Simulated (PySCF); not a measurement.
From computed data to an observable: entropy of an ideal gas

NiO3, SMILES [O]=[Ni]1[O][O]1, multiplicity 1.

Geometry optimised at B3LYP-D3(BJ)/def2-SVP. The spin state was assumed, not searched.

PySCF with B3LYP-D3(BJ)/def2-SVP gives the harmonic wavenumbers 135, 135, 476, 659, 941, 1119 cm⁻¹ and the rotational temperatures 1.5740, 0.1973, 0.1753 K. The molar mass is 106.69 g/mol, the symmetry number 1, the spin multiplicity 1.

Problem. Work out the entropy at 298.15 K and 1 atm in the rigid-rotor, harmonic-oscillator model.

Solution. 
Translation (Sackur–Tetrode at 1 atm): S = R[1.5 ln M + 2.5 ln T − 1.16487] = 167.0 J/(mol K).
Rotation: q = (√π/σ) T^1.5/√(θA θB θC) = 39100, S = R[ln q + 3/2] = 100.4 J/(mol K).
Vibration: with u = 1.4388 ν/T, each mode gives R[u/(e^u − 1) − ln(1 − e^−u)]:
| ν (cm⁻¹) | modes | u | S (J/(mol K)) |
|---|---|---|---|
| 135 | 2 | 0.65 | 24.05 |
| 476 | 1 | 2.30 | 3.02 |
| 659 | 1 | 3.18 | 1.50 |
| 941 | 1 | 4.54 | 0.50 |
| 1119 | 1 | 5.40 | 0.24 |
These are all the modes. Sum 29.3 J/(mol K).
Spin: R ln 1 = 0.0 J/(mol K).
Total 296.7 J/(mol K); the program's own thermochemistry gives 296.7. Translation makes up 56 % and vibration 10 %. Anharmonicity, hindered rotation and orbital degeneracy are left out.
